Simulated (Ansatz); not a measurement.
`[CH3][Al-]([CH3])([F])[SH2+]`, relaxed with RKS PBE-D4/def2-SVP in Ansatz from a rough embedded geometry. The force threshold is 0.03 eV/Å; the program also tests the step.

The species carries charge 0 and has multiplicity 1.

Start:

```xyz
13

C     1.747    0.454    0.061
Al    0.059   -0.582    0.262
C    -0.879   -0.513   -1.461
F     0.335   -2.301    0.644
S    -1.211    0.315    1.841
H     1.535    1.483   -0.117
H     2.276    0.387    1.078
H     2.351   -0.027   -0.684
H    -0.289   -0.906   -2.251
H    -1.128    0.584   -1.722
H    -1.852   -1.042   -1.390
H    -0.576    1.416    2.396
H    -2.367    0.733    1.343
```

(1) How much energy does the relaxation release, and in how many steps? (Best estimate.)

(2) Which bonds change most? (An estimate is asked.)

(3) Give the relaxed structure. (Best estimate.)

Results:

(1) Computed: 28.19 kcal/mol, in 7 steps.

(2) Ansatz gave: Al2–S5 from 2.216 to 2.665 Å; Al2–F4 from 1.782 to 1.701 Å; C3–H9 from 1.061 to 1.112 Å; C1–H6 from 1.065 to 1.112 Å.

(3) The calculation gave: 
```xyz
13

C     1.800    0.458    0.233
Al    0.254   -0.737   -0.010
C    -1.048   -0.536   -1.474
F     0.413   -2.302    0.638
S    -1.266    0.252    1.943
H     1.555    1.527    0.053
H     2.249    0.377    1.246
H     2.607    0.194   -0.486
H    -0.626   -0.935   -2.422
H    -1.318    0.524   -1.671
H    -1.989   -1.098   -1.293
H    -0.510    1.370    2.135
H    -2.122    0.907    1.108
```
